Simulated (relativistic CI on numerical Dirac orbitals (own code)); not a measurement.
## Crystal-field levels of Ho²⁺, 4f11

Calculated by Dirac-Coulomb-Breit CI, orbitals from a KLI potential per configuration, QED by a radiative potential, valence Slater integrals scaled by 0.8, one configuration in a parametric crystal field (own radial code).

Field parameters in Wybourne normalisation; cubic f-shell fields have B⁴₄ = √(5/14) B⁴₀ and B⁶₄ = −√(7/2) B⁶₀. The field is a parameter set, without covalency.

S and J are read from ⟨S²⟩ = S(S + 1) and ⟨J²⟩ = J(J + 1) of each level; they are not fictitious spins.

Oh, B40 = 1510, B60 = 180 cm⁻¹, the lowest 10 levels:

| E (cm⁻¹) | Degeneracy | Irrep | S | J |
| --- | --- | --- | --- | --- |
| 0.0 | 4 | Γ8 | 1.48 | 7.50 |
| 17.9 | 2 | Γ7 | 1.48 | 7.50 |
| 59.4 | 4 | Γ8 | 1.48 | 7.50 |
| 266 | 2 | Γ6 | 1.48 | 7.50 |
| 303 | 4 | Γ8 | 1.48 | 7.50 |
| 5427 | 2 | Γ6 | 1.49 | 6.50 |
| 5453 | 4 | Γ8 | 1.49 | 6.50 |
| 5466 | 2 | Γ7 | 1.49 | 6.50 |
| 5625 | 4 | Γ8 | 1.49 | 6.50 |
| 5634 | 2 | Γ7 | 1.49 | 6.50 |

D3h, B20 = 180, B40 = -100, B60 = -240, B66 = 470 cm⁻¹, the lowest 16 levels:

```tsv
E (cm⁻¹)	Degeneracy	S	J
0.0	2	1.48	7.50
29.8	2	1.48	7.50
74.3	2	1.48	7.50
124	2	1.48	7.50
188	2	1.48	7.50
201	2	1.48	7.50
215	2	1.48	7.50
250	2	1.48	7.50
5483	2	1.49	6.50
5501	2	1.49	6.50
5517	2	1.49	6.50
5547	2	1.49	6.50
5557	2	1.49	6.50
5568	2	1.49	6.50
5581	2	1.49	6.50
8558	2	1.38	5.50
```

Principal g values of the ground doublet: 1.55, 8.88, 8.88.

D4h, B20 = 250, B40 = -680, B44 = -330, B60 = 430, B64 = 80 cm⁻¹, the lowest 16 levels:

| E (cm⁻¹) | Degeneracy | Irrep | S | J |
| --- | --- | --- | --- | --- |
| 0.0 | 2 | Γ6 | 1.48 | 7.50 |
| 42.6 | 2 | Γ7 | 1.48 | 7.50 |
| 84.7 | 2 | Γ7 | 1.48 | 7.50 |
| 150 | 2 | Γ6 | 1.48 | 7.50 |
| 157 | 2 | Γ7 | 1.48 | 7.50 |
| 163 | 2 | Γ7 | 1.48 | 7.50 |
| 213 | 2 | Γ6 | 1.48 | 7.50 |
| 222 | 2 | Γ6 | 1.48 | 7.50 |
| 5454 | 2 | Γ6 | 1.49 | 6.50 |
| 5480 | 2 | Γ7 | 1.49 | 6.50 |
| 5535 | 2 | Γ7 | 1.49 | 6.50 |
| 5537 | 2 | Γ7 | 1.49 | 6.50 |
| 5551 | 2 | Γ7 | 1.49 | 6.50 |
| 5571 | 2 | Γ6 | 1.49 | 6.50 |
| 5581 | 2 | Γ6 | 1.49 | 6.50 |
| 8528 | 2 | Γ6 | 1.38 | 5.50 |

Principal g values of the ground doublet: 1.05, 9.50, 9.50.

D3d, B20 = 130, B40 = -490, B43 = -470, B60 = -40, B63 = -400, B66 = 100 cm⁻¹, the lowest 10 levels:

| E (cm⁻¹) | Degeneracy | Irrep | S | J |
| --- | --- | --- | --- | --- |
| 0.0 | 2 | Γ5+Γ6 | 1.48 | 7.50 |
| 14.4 | 2 | Γ4 | 1.48 | 7.50 |
| 78.6 | 2 | Γ4 | 1.48 | 7.50 |
| 91.0 | 2 | Γ5+Γ6 | 1.48 | 7.50 |
| 116 | 2 | Γ4 | 1.48 | 7.50 |
| 184 | 2 | Γ4 | 1.48 | 7.50 |
| 235 | 2 | Γ5+Γ6 | 1.48 | 7.50 |
| 238 | 2 | Γ4 | 1.48 | 7.50 |
| 5462 | 2 | Γ4 | 1.49 | 6.50 |
| 5481 | 2 | Γ4 | 1.49 | 6.50 |

Principal g values of the ground doublet: 0.00, 0.00, 14.82.

C2v, B20 = 210, B22 = 0, B40 = -520, B42 = -260, B44 = 380, B60 = -200, B62 = -170, B64 = -10, B66 = -160 cm⁻¹, the lowest 10 levels:

| E (cm⁻¹) | Degeneracy | S | J |
| --- | --- | --- | --- |
| 0.0 | 2 | 1.48 | 7.50 |
| 24.6 | 2 | 1.48 | 7.50 |
| 48.3 | 2 | 1.48 | 7.50 |
| 101 | 2 | 1.48 | 7.50 |
| 119 | 2 | 1.48 | 7.50 |
| 126 | 2 | 1.48 | 7.50 |
| 189 | 2 | 1.48 | 7.50 |
| 204 | 2 | 1.48 | 7.50 |
| 5447 | 2 | 1.49 | 6.50 |
| 5456 | 2 | 1.49 | 6.50 |

Principal g values of the ground doublet: 0.42, 0.60, 14.66.

The next free-ion level lies 5401 cm⁻¹ above the lowest; the field splits the ground level into components whose J stays near 15/2 as long as their spread is small against that gap.

Levels of this model without a field, named by their leading LS term (the scale mimics covalency, so terms lie below those of the real free ion): 4I°_15/2 0, 4I°_13/2 5401, 4I°_11/2 8440, 4I°_9/2 10397, 4F°_9/2 13822, 2H°_11/2 16634, 4S°_3/2 17157, 4F°_7/2 18750 cm⁻¹.
